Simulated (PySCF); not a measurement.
**What binds GeB: the parts of the energy along the bond**

State: ⁴Σ⁻, quartet, unpaired electrons σ ↑, π ↑↑. ROHF-based CCSD(T) in PySCF 2.14 with Ge cc-pwCVDZ-PP with ECP10, B aug-cc-pVDZ and Ge cc-pwCVTZ-PP with ECP10, B aug-cc-pVTZ (frozen core orbitals: 5; scalar-relativistic core potentials). Correlation energies are extrapolated as n⁻³ (n = 2, 3), Hartree–Fock as (n+1)·exp(−9√n). CV is the change on freezing 4 orbitals instead, in Ge cc-pwCVTZ-PP with ECP10, B cc-pwCVTZ. All energies in eV from Ge + B.

```json
{"R (Å)": "1.7493", "HF/CBS": "-1.706", "CCSD corr.": "-0.557", "(T)": "-0.1717", "CV": "-0.0294", "total": "-2.464"}
{"R (Å)": "1.8288", "HF/CBS": "-2.017", "CCSD corr.": "-0.572", "(T)": "-0.1855", "CV": "-0.0236", "total": "-2.798"}
{"R (Å)": "1.9083", "HF/CBS": "-2.136", "CCSD corr.": "-0.602", "(T)": "-0.2007", "CV": "-0.0186", "total": "-2.958"}
{"R (Å)": "1.9878", "HF/CBS": "-2.119", "CCSD corr.": "-0.644", "(T)": "-0.2161", "CV": "-0.0142", "total": "-2.993"}
{"R (Å)": "2.0673", "HF/CBS": "-2.011", "CCSD corr.": "-0.690", "(T)": "-0.2298", "CV": "-0.0104", "total": "-2.941"}
{"R (Å)": "2.1667", "HF/CBS": "-1.808", "CCSD corr.": "-0.741", "(T)": "-0.2411", "CV": "-0.0062", "total": "-2.796"}
{"R (Å)": "2.2661", "HF/CBS": "-1.585", "CCSD corr.": "-0.762", "(T)": "-0.2445", "CV": "-0.0027", "total": "-2.594"}
```

A fit to the total gives Re = 1.9758 Å, De = 2.994 eV, ωe = 638.7 cm⁻¹, Be = 0.4507 cm⁻¹ (masses 73.9212 and 11.0093 u).

Task: At R = 1.9878 Å the CCSD correlation energy is -0.372395 hartree in the smaller basis and -0.587680 in the larger. Extrapolate it.

Result: (3³·E3 − 2³·E2)/(3³ − 2³) = -0.67833 hartree; the larger basis holds 86.6 % of it.

The T1 diagnostic is 0.031. The state was picked by a PBE0 search and need not be the measured ground state. Spin–orbit coupling, excitations beyond (T) and corrections to the Born–Oppenheimer picture are left out.
